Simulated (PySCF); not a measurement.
An element was calculated at r2SCAN (PySCF 2.14, spin-free X2C, a triple-zeta basis, no spin-orbit coupling), in the ground configurations that NIST lists.

* electron affinity: 0.478 eV
* first ionisation energy: 5.482 eV
* second ionisation energy: 20.348 eV
* third ionisation energy: 30.152 eV

Question: Which element is it?

Answer: Thallium (Tl, Z = 81), in aug-cc-pVTZ-DK3. NIST lists 6.108, 20.428, 29.852 eV for these ionisation energies.
